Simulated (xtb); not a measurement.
ClCu (SMILES [Cl][Cu]), singlet, from a rough starting geometry (GFN-xTB shapes and energies of metal compounds can be far from the true ones).

Here is a job for xtb.
```
$ xtb mol.xyz --gfn 2 --opt vtight --json

# file mol.xyz
2

Cu    -0.66078834    -0.55326830    -0.58230793
Cl     0.67933002     0.57936643     0.56727109
```

**Question.** What does this run give for the dipole moment, total energy at the end of the optimisation, HOMO-LUMO gap?

**Answer.** 
* **dipole moment**: 6.78 D
* **total energy at the end of the optimisation**: -8.4411 Eh
* **HOMO-LUMO gap**: 4.89 eV
